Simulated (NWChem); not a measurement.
System: CH₄Cl₃NSi; SMILES CN[Si](Cl)(Cl)Cl

NWChem input:

```
start job
memory heap 200 mb stack 900 mb global 1100 mb
geometry units angstroms noautosym nocenter noautoz
  C     -0.124509     2.358982     1.379831
  N     -0.343434     0.929448     1.354067
  Si    -0.034224    -0.110788     0.053997
  Cl    -0.817303    -1.940135     0.534778
  Cl    -0.897672     0.624156    -1.655390
  Cl     1.959331    -0.371519    -0.386260
  H     -0.152072     2.757488     0.354836
  H     -0.923236     2.868070     1.942307
  H      0.846020     2.642195     1.824600
  H     -0.503918     0.494023     2.256013
end
basis spherical
  C library 6-31g*
  N library 6-31g*
  Si library 6-31g*
  Cl library 6-31g*
  H library 6-31g*
end
dft
  xc xpbe96 cpbe96
  iterations 150
end
property
  response 1 0.0
end
task dft property
```

Coordinates come from a PBE0/def2-SVP optimisation.

Static field.

### Question
Give the results of this calculation. (PBE/6-31G* (spherical d).) Quantities: basis functions; isotropic polarisability (bohr³); anisotropy (bohr³).

### Answer
The number of basis functions is 108, the isotropic polarisability (bohr³) is 66.7 and the anisotropy (bohr³) comes out as 7.3.
